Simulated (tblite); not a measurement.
Species: C₇H₁₄P (charge +1).
Numbering: `[CH2:1]=[CH:2][P@+:3]1([CH3:4])[CH2:5][C@@H:6]([CH3:7])[CH2:8]1` (hydrogens: H9, H10 on C1; H11 on C2; H12, H13, H14 on C4; H15, H16 on C5; H17 on C6; H18, H19, H20 on C7; H21, H22 on C8)

A start from a force field or distance geometry was refined with GFN2-xTB geometry optimisation, gas phase (tblite 0.8.0). Values at the start:

| coordinate | start |
| --- | --- |
| C1=C2 | 1.321 Å |
| C1–H9 | 1.080 Å |
| C1–H10 | 1.108 Å |
| C2–P3 | 1.780 Å |
| C2–H11 | 1.098 Å |
| P3–C4 | 1.793 Å |
| P3–C5 | 1.792 Å |
| C4–H12 | 1.098 Å |
| C5–C6 | 1.527 Å |
| C5–H15 | 1.111 Å |
| C5–H16 | 1.098 Å |
| C6–C7 | 1.513 Å |
| C6–C8 | 1.494 Å |
| C6–H17 | 1.110 Å |
| C7–H18 | 1.117 Å |
| C1–C2–P3 | 124.6° |
| C2–P3–C4 | 115.3° |
| C2–P3–C5 | 113.7° |
| P3–C8–C6 | 94.3° |
| C4–P3–C8 | 111.9° |
| C5–P3–C8 | 74.7° |
| C5–C6–C7 | 108.2° |
| C5–C6–C8 | 91.6° |
| C2–P3–C5–C6 | -97° |
| C2–P3–C8–C6 | 91° |
| P3–C5–C6–C7 | -139° |
| C5–C6–C8–P3 | 21° |

How do these coordinates change at the GFN2-xTB level?

| coordinate | GFN2-xTB (Å or °) | change |
| --- | --- | --- |
| C6–C8 | 1.556 | +0.062 |
| P3–C5 | 1.831 | +0.039 |
| C1–H10 | 1.078 | -0.030 |
| C7–H18 | 1.087 | -0.030 |
| C5–C6 | 1.556 | +0.029 |
| C5–H15 | 1.088 | -0.023 |
| C6–H17 | 1.091 | -0.019 |
| C2–P3 | 1.799 | +0.019 |
| C2–H11 | 1.082 | -0.016 |
| P3–C4 | 1.807 | +0.014 |
| C4–H12 | 1.090 | -0.008 |
| C5–H16 | 1.091 | -0.007 |
| C1=C2 | 1.326 | +0.005 |
| C6–C7 | 1.516 | +0.003 |
| C1–H9 | 1.079 | -0.001 |
| C5–C6–C8 | 97.9 | +6.3 |
| C5–C6–C7 | 114.1 | +5.9 |
| C2–P3–C4 | 109.7 | -5.6 |
| C5–P3–C8 | 79.8 | +5.1 |
| C4–P3–C8 | 116.8 | +4.9 |
| P3–C8–C6 | 90.5 | -3.8 |
| C1–C2–P3 | 122.1 | -2.5 |
| C2–P3–C5 | 115.9 | +2.2 |
| C2–P3–C8–C6 | 106 | +15 |
| C5–C6–C8–P3 | 9 | -12 |
| C2–P3–C5–C6 | -106 | -9 |
| P3–C5–C6–C7 | -130 | +9 |

The energy falls by 72.1 kJ/mol over 119 L-BFGS steps, the largest force on an atom goes from 3.27 to 0.009 eV/Å, and the atoms move by 0.322 Å rms after alignment. The bond that changes most is C6–C8 (four-membered-ring carbon to sp3 carbon bound to phosphorus), which lengthens by 0.062 Å. Bonds longer at the end by more than 0.005 Å: 6 of 22; shorter: 13. Among the dihedrals that turn most is C5–C6–C7–H20, from 141° to 175°. Rotational constants go from 2442, 1371, 1033 to 2485, 1293, 1020 MHz.

On one thread, Arm Neoverse V2 (aarch64), shared host with 192 logical CPUs at a one-minute load of 54, this took 0.8 s.

Its lowest GFN2-xTB frequency is 8 cm⁻¹, too small to tell a flat minimum from a shallow saddle. 2 starts were optimised and ended at 0.00 and 0.23 kcal/mol (GFN2-xTB); the lowest of these is shown.

One conformer stands for the species.

The numbers are calculated, not measured.
